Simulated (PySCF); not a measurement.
**Spinor energies of K¹²⁺ (potassium, charge +12)**

Start: [He] 2s2 2p3; 2p1/2 filled at m_j = -1/2, +1/2; 2p3/2 filled at m_j = +3/2. Calculated with PySCF 2.14 in an even-tempered Gaussian basis (18 s from 2 bohr⁻², ratio 2.4; 11 p from 2.6 bohr⁻², ratio 2.4; 5 d from 11 bohr⁻², ratio 2.6; 5 f from 17 bohr⁻², ratio 2.6): generalised Hartree-Fock with the X2C-1e Hamiltonian and a Gaussian nucleus; one run each with spin-orbit coupling (SO) switched off, then screened by Boettger's factors.

| spinor shell | electrons | ε, spin-free (eV) | ε, screened SO (eV) | weight of nominal j (screened SO) | rms radius, screened SO (bohr) |
| --- | --- | --- | --- | --- | --- |
| 1s1/2 | 2 | -4118.3 | -4118.2 | 1.000 | 0.0932 |
| 2s1/2 | 2 | -765.05 | -765.03 | 1.000 | 0.390 |
| 2p1/2 | 2 | -718.82 | -719.47 | 0.567 | 0.346 |
| 2p3/2 | 1 | -718.82 | -717.53 | 1.000 | 0.347 |

```csv
quantity,spin-free,screened SO
E (hartree),-511.12478,-511.13453
M_J,3/2,3/2
⟨J²⟩,3.751,3.751
⟨L²⟩,0.000,0.021
⟨S²⟩,3.751,3.720
```

Each row is a mean over spinors that exchange with the open shell spreads, by up to 42.052 eV (2s1/2).

Rows whose weight is well below 1 are mixtures of j = l ± 1/2: exchange outweighs spin-orbit coupling there, and the label is only the starting occupation.

Without spin-orbit coupling the j labels of p, d and f shells carry no meaning; the spin-free column gives the mean over the occupied spinors of each nl shell.
